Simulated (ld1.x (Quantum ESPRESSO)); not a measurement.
**Scattering properties, ultrasoft potential for iron (Fe)**

ld1.x (Quantum ESPRESSO) 7.5 input, shortened:

```
&input
   title='Fe', zed=26., rel=1, dft='PBE', iswitch=3,
   config='[Ar] 3d6 4s1.75 4p0'
 /
 &inputp
   pseudotype=3, tm=.true., lloc=-1, rcloc=3.05,
   nlcc=.true., new_core_ps=.true.,
   which_augfun='PSQ', rmatch_augfun=1.25
 /
6
4S  1  0   1.75   0.00  2.05  2.54  0.0
4S  1  0   0.00   3.90  2.05  2.54  0.0
4P  2  1   0.00   0.00  2.80  3.65  0.0
4P  2  1   0.00   1.50  2.80  3.65  0.0
3D  3  2   6.00   0.00  1.60  1.90  0.0
3D  3  2   0.00  -0.15  1.60  1.90  0.0
 &test
   configts(1)='3d6 4s1.75 4p0'
 /
```

The phase is arctan(r·u′/u) with u = r·R(r), unwrapped; energies in Ry, scanned from -3 to 5 Ry. A pole is an energy at which the radial function vanishes at the test radius. The pseudo phase is shifted by a multiple of π to meet the all-electron one at the reference energy, and phase errors are pseudo minus all-electron; the curves can meet again beyond the range given. Levels narrower than the energy grid can be missing from the lists of poles.

Task: For each channel, where are the poles, and over which energies does the pseudopotential scatter like the atom?

Result:

```tsv
channel	radius (bohr)	reference energy (Ry)	poles, all-electron	poles, pseudo	unbroken range about the reference energy with phases within 0.05 rad	phase error 1 Ry above the reference energy (rad)
s	3.95	-0.51	-0.22, 2.77	-0.22, 2.77	the whole range	-0.001
p	3.95	-0.20	0.36, 3.42	0.35, 2.98	below 2.9	-0.004
d	3.95	-0.70	-0.68, 1.39, 4.58	-0.68, 1.40, 4.82	below 2.5	+0.000
```

Phases in the d channel:

```tsv
E (Ry)	all-electron	pseudo
-3.00	1.424	1.424
-2.52	1.411	1.411
-2.04	1.393	1.393
-1.56	1.367	1.367
-1.08	1.321	1.321
-0.60	-1.809	-1.809
-0.12	-2.023	-2.023
0.36	-3.009	-3.008
0.84	-4.456	-4.455
1.32	-4.692	-4.690
1.80	-4.813	-4.809
2.28	-4.982	-4.965
2.76	-5.979	-5.702
3.24	-7.546	-7.475
3.72	-7.739	-7.713
4.20	-7.814	-7.795
4.68	-7.863	-7.843
```
